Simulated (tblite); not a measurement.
Compound: C9H7NSi.
Bonds: C1–N2 (triple), N2–C3, C3–C4 (double), C4–C5, C5–C6 (double), C6–C7, C7–Si8, C7–C9 (double), C9–C10, C10–C11 (double), C3–C11, C5–C10. Hydrogens: H12 on C4; H13 on C6; H14, H15, H16 on Si8; H17 on C9; H18 on C11.
Bond orders are those of one Lewis drawing.

Computed with GFN2-xTB (tblite), gas phase: L-BFGS steps from a force-field or distance-geometry start until the largest atomic force falls under 0.01 eV/Å.

The end geometry, which sets the zero of energy:
```
atom  x, y, z in Å
C1     -5.1536    0.1332   -0.4658
N2     -3.9913    0.0385   -0.3679
C3     -2.6539   -0.0353   -0.2510
C4     -1.8854   -1.1541   -0.2887
C5     -0.5150   -0.7141   -0.1176
C6      0.7653   -1.1279   -0.0414
C7      1.6334    0.0579    0.1598
Si8     3.4975   -0.0484    0.3163
C9      0.8489    1.1604    0.1975
C10    -0.5352    0.7394    0.0257
C11    -1.8083    1.1679   -0.0536
H12    -2.2213   -2.1651   -0.4185
H13     1.1509   -2.1301   -0.1066
H14     4.0600   -0.4384   -0.9805
H15     4.0129    1.2554    0.7300
H16     3.8193   -1.0732    1.3138
H17     1.1732    2.1753    0.3315
H18    -2.2062    2.1649    0.0053
```

**Question.** These geometries come from the run, each turned onto the end geometry. Order them by energy, lowest first.
A.
```
atom  x, y, z in Å
C1     -5.1520    0.0648   -0.4706
N2     -3.9866    0.0273   -0.3706
C3     -2.6505   -0.0270   -0.2505
C4     -1.8778   -1.1455   -0.2864
C5     -0.5112   -0.7011   -0.1143
C6      0.7676   -1.1182   -0.0386
C7      1.6357    0.0733    0.1557
Si8     3.4903   -0.0593    0.3148
C9      0.8545    1.1785    0.1933
C10    -0.5288    0.7474    0.0255
C11    -1.8023    1.1727   -0.0523
H12    -2.1882   -2.1621   -0.4122
H13     1.1231   -2.1333   -0.0976
H14     4.0235   -0.4355   -0.9925
H15     4.0008    1.2352    0.7439
H16     3.7729   -1.0981    1.3034
H17     1.1688    2.2013    0.3233
H18    -2.1485    2.1858    0.0139
```
B.
```
atom  x, y, z in Å
C1     -5.1614    0.0633   -0.4710
N2     -3.9958    0.0275   -0.3728
C3     -2.6498   -0.0353   -0.2495
C4     -1.8744   -1.1379   -0.2884
C5     -0.5064   -0.7025   -0.1119
C6      0.7707   -1.1181   -0.0397
C7      1.6279    0.0742    0.1530
Si8     3.4752   -0.0591    0.3139
C9      0.8580    1.1877    0.1941
C10    -0.5154    0.7487    0.0280
C11    -1.7866    1.1682   -0.0517
H12    -2.1856   -2.1677   -0.4118
H13     1.1109   -2.1352   -0.0976
H14     4.0207   -0.4341   -0.9921
H15     3.9982    1.2329    0.7431
H16     3.7709   -1.0977    1.3036
H17     1.1676    2.2127    0.3243
H18    -2.1334    2.1789    0.0149
```
C.
```
atom  x, y, z in Å
C1     -5.1539    0.0764   -0.4713
N2     -3.9892    0.0311   -0.3675
C3     -2.6512   -0.0244   -0.2478
C4     -1.8824   -1.1426   -0.2864
C5     -0.5128   -0.7040   -0.1160
C6      0.7659   -1.1213   -0.0370
C7      1.6341    0.0633    0.1607
Si8     3.4937   -0.0555    0.3151
C9      0.8542    1.1688    0.1940
C10    -0.5309    0.7504    0.0226
C11    -1.8052    1.1794   -0.0541
H12    -2.2164   -2.1540   -0.4148
H13     1.1547   -2.1228   -0.0975
H14     4.0449   -0.4399   -0.9882
H15     4.0187    1.2392    0.7444
H16     3.7938   -1.0971    1.3016
H17     1.1793    2.1840    0.3234
H18    -2.2062    2.1753    0.0071
```
D.
```
atom  x, y, z in Å
C1     -5.1501    0.0703   -0.4710
N2     -3.9853    0.0281   -0.3683
C3     -2.6474   -0.0253   -0.2494
C4     -1.8783   -1.1436   -0.2844
C5     -0.5119   -0.7027   -0.1160
C6      0.7657   -1.1192   -0.0369
C7      1.6330    0.0650    0.1590
Si8     3.4937   -0.0565    0.3149
C9      0.8499    1.1673    0.1930
C10    -0.5324    0.7502    0.0229
C11    -1.8033    1.1836   -0.0525
H12    -2.2039   -2.1590   -0.4143
H13     1.1446   -2.1226   -0.0972
H14     4.0364   -0.4399   -0.9956
H15     4.0123    1.2429    0.7463
H16     3.7836   -1.1014    1.3056
H17     1.1719    2.1812    0.3219
H18    -2.1871    2.1880    0.0105
```
E.
```
atom  x, y, z in Å
C1     -5.2063    0.0640   -0.4744
N2     -3.9830    0.0262   -0.3733
C3     -2.6414   -0.0240   -0.2452
C4     -1.8566   -1.1612   -0.2922
C5     -0.4969   -0.7001   -0.1088
C6      0.7634   -1.1190   -0.0417
C7      1.6146    0.0768    0.1507
Si8     3.4507   -0.0578    0.3124
C9      0.8612    1.1955    0.1949
C10    -0.5020    0.7459    0.0295
C11    -1.7650    1.1710   -0.0503
H12    -2.1839   -2.1641   -0.4105
H13     1.1012   -2.1320   -0.0972
H14     4.0220   -0.4347   -0.9962
H15     3.9996    1.2356    0.7442
H16     3.7720   -1.1010    1.3071
H17     1.1656    2.2176    0.3245
H18    -2.1240    2.1675    0.0149
```

**Answer.** C (0.002 eV), D (0.005 eV), A (0.019 eV), B (0.042 eV), E (0.262 eV).

In the order of the answer:

```json
{"step": "12", "E above end (eV)": "0.002", "largest force (eV/Å)": "0.06", "rms force component (eV/Å)": "0.017", "rms distance from end (Å)": "0.020", "rms bond change (Å)": "0.001", "bond most changed (Å)": "C7–Si8 -0.004"}
{"step": "9", "E above end (eV)": "0.005", "largest force (eV/Å)": "0.11", "rms force component (eV/Å)": "0.034", "rms distance from end (Å)": "0.024", "rms bond change (Å)": "0.002", "bond most changed (Å)": "C4–C5 -0.004"}
{"step": "5", "E above end (eV)": "0.019", "largest force (eV/Å)": "0.25", "rms force component (eV/Å)": "0.073", "rms distance from end (Å)": "0.032", "rms bond change (Å)": "0.003", "bond most changed (Å)": "C7–Si8 -0.008"}
{"step": "3", "E above end (eV)": "0.042", "largest force (eV/Å)": "0.75", "rms force component (eV/Å)": "0.179", "rms distance from end (Å)": "0.037", "rms bond change (Å)": "0.006", "bond most changed (Å)": "C7–Si8 -0.015"}
{"step": "1", "E above end (eV)": "0.262", "largest force (eV/Å)": "5.11", "rms force component (eV/Å)": "0.979", "rms distance from end (Å)": "0.044", "rms bond change (Å)": "0.018", "bond most changed (Å)": "C1≡N2 +0.058"}
```

What follows is the cost of the whole relaxation. The run took 0.27 s of wall time on one thread, Arm Neoverse V2 (aarch64), no GPU, on a shared host.
